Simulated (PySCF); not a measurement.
PBE on Zr⁺ (zirconium, charge +1), [Kr] 4d1 5s1 6s1, high-spin 4D determinant (an excited configuration). Computed with PySCF 2.14 in aug-cc-pVTZ-PP with ECP28MDF (6s6p5d3f2g, 88 functions), with scalar relativity through the core potential.

```
cycle= 1 E= -46.1735877199284  delta_E= -0.00528  |g|= 0.018  |ddm|= 0.532
cycle= 2 E= -46.174569386186  delta_E= -0.000982  |g|= 0.00753  |ddm|= 0.186
cycle= 3 E= -46.1756363093706  delta_E= -0.00107  |g|= 0.00569  |ddm|= 0.167
cycle= 4 E= -46.1762098349965  delta_E= -0.000574  |g|= 0.00508  |ddm|= 0.0974
cycle= 5 E= -46.1768058977721  delta_E= -0.000596  |g|= 0.00191  |ddm|= 0.233
cycle= 6 E= -46.1766661325944  delta_E= 0.00014  |g|= 0.00255  |ddm|= 0.126
cycle= 7 E= -46.1768166141603  delta_E= -0.00015  |g|= 0.000166  |ddm|= 0.107
cycle= 8 E= -46.176816535839  delta_E= 7.83e-08  |g|= 8.4e-05  |ddm|= 0.00229
cycle= 9 E= -46.1768166014628  delta_E= -6.56e-08  |g|= 5.35e-05  |ddm|= 0.00102
cycle= 10 E= -46.1768166533653  delta_E= -5.19e-08  |g|= 9.2e-06  |ddm|= 0.00169
cycle= 11 E= -46.1768166549744  delta_E= -1.61e-09  |g|= 1.34e-06  |ddm|= 0.000316
cycle= 12 E= -46.1768166549881  delta_E= -1.36e-11  |g|= 4.11e-07  |ddm|= 4.88e-05
converged SCF energy = -46.1768166549881  <S^2> = 3.7506248  2S+1 = 4.0003124
```

Highest occupied orbital energy: -4.793 eV; ⟨L²⟩ = 8.05; populations by l: s 3.66, p 6.00, d 1.34, f 0.00.

Can this result be used?

Not for this state. Self-consistency was reached. ⟨L²⟩ = 8.05 against 6 for a pure D term, so this real determinant mixes terms. Energies and moments cover only the electrons outside the core potential. The outer electron is Rydberg-like, and this basis confines it to a smaller radius and binds it less than a complete one would. The s, p, d and f populations moved away from the nominal configuration during the SCF.
